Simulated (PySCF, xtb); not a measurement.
C3H2BrF, SMILES FC=C=CBr.

Harmonic wavenumbers (cm⁻¹) from GFN2-xTB run with xtb at its own minimum, in rising order: 95, 173, 278, 388, 566, 616, 700, 812, 1000, 1138, 1185, 1370, 2050, 3045, 3067.

### Question
What does B3LYP-D3(BJ)/def2-SVP in PySCF 2.14.0 give at its own minimum? (An estimate is asked for; the answer gives what the named calculation found.)

### Answer
102, 188, 303, 418, 623, 669, 784, 872, 1046, 1175, 1258, 1430, 2074, 3177, 3190. Paired by order, the mean absolute difference is 55 cm⁻¹ and the zero-point energies are 23.6 and 24.7 kcal/mol.
